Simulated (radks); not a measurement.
Initial-state core-level shifts of the rhenium ion Re+ when its valence configuration changes from [Xe] 4f14 5d5 6s1. Calculated with a radial shooting solver on a logarithmic mesh with Libxc functionals: Dirac Kohn-Sham, LDA (Slater exchange, Perdew-Wang correlation), spin-unpolarised, spherical densities, finite nucleus; open shells are shared between the two j in proportion to 2j + 1; Fermi nuclear charge, rms radius 5.3698 fm. Shifts are changes of the shell-averaged eigenvalues in eV (positive: less bound); the change of the density at the nucleus, which sets a Mossbauer isomer shift, is in e/bohr^3, on a base of 1.54e+06.

valence                    2s       3s       4s       4d  density at nucleus
4f13 5d6 6s1          -11.163  -12.737  -11.361  -10.534              +102.9
4f14 5d4.5 6s1 6p0.5   -2.217   -2.199   -2.196   -2.199               +10.8
4f13 5d5 6s1 6p1      -15.887  -17.417  -16.025  -15.201              +127.2
4f14 5d4 6s1 6p1       -4.504   -4.461   -4.454   -4.460               +22.8
4f14 5d5.5 6s0.5       +1.370   +1.353   +1.350   +1.354               -58.2
4f14 5d5 6s0.5 6p0.5   -0.763   -0.766   -0.767   -0.766               -51.2
4f13.5 5d4 6s1.5 6p1  -11.774  -12.467  -11.794  -11.399              +147.0
4f13 5d5 6s2          -14.349  -15.873  -14.478  -13.657              +239.8
4f14 5d4 6s2           -2.976   -2.929   -2.920   -2.928              +130.3
